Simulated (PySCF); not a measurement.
# Computed records: C₂H₅AlCl

Computed with PySCF 2.14.0. Calculation on a computer-drawn molecule: optimised geometry and harmonic frequencies of an isolated molecule of the commonest isotopes, restricted reference for singlets and unrestricted otherwise, frozen core in MP2.

Entry: C₂H₅AlCl

Start structure:
```xyz
9
C2H5AlCl
C     -1.5454     1.3328     1.6977
Al    -1.6563     0.3884     0.0197
C     -0.1330     0.1999    -1.2739
Cl    -3.3917    -0.4761    -0.4308
H     -0.6195     1.8296     2.2044
H     -2.3010     1.3787     2.3542
H      0.7927     0.7368    -0.8538
H     -0.3477     0.6765    -2.1785
H      0.1224    -0.7859    -1.4464
```

It was run with charge 0, multiplicity 2, method HF and basis cc-pV(D+d)Z.

Drawn bonds:
```
atom  other atom  order
   1           2      1
   2           3      1
   2           4      1
   1           5      1
   1           6      1
   3           7      1
   3           8      1
   3           9      1
```

## Withheld values
1. Estimate the rotational constants of C₂H₅AlCl.

Answers
1. 5.235, 3.107, 1.974 GHz

Further results for C₂H₅AlCl:

| Property | Result |
| --- | --- |
| total energy | -780.1292 hartree |
| spin squared | 0.7582 |
| convergence status largest gradient component | 2.099e-05 hartree/bohr |

Optimised structure:
```xyz
9
C2H5AlCl
C     -1.5125     1.3190     1.7269
Al    -1.5840     0.4028     0.0396
C     -0.1115     0.2409    -1.2283
Cl    -3.4391    -0.5043    -0.4724
H     -0.6234     1.8235     2.1049
H     -2.3540     1.3938     2.4139
H      0.8072     0.7119    -0.8658
H     -0.3712     0.7044    -2.1867
H      0.1089    -0.8113    -1.4395
```

Modes:
```
frequency (cm⁻¹)  reduced mass (dalton)
           45.03                   1.03
           169.5                   3.23
           177.1                  3.186
           213.4                  2.689
           220.4                  1.153
           464.8                  8.517
           630.7                  2.503
           635.6                  1.251
           664.8                  1.544
           694.2                  1.343
             766                  2.856
           788.4                  2.057
            1339                  1.238
            1484                  1.125
            1541                  1.052
            1544                  1.054
            3151                  1.035
            3223                  1.098
            3238                    1.1
            3241                  1.057
            3326                   1.11
```
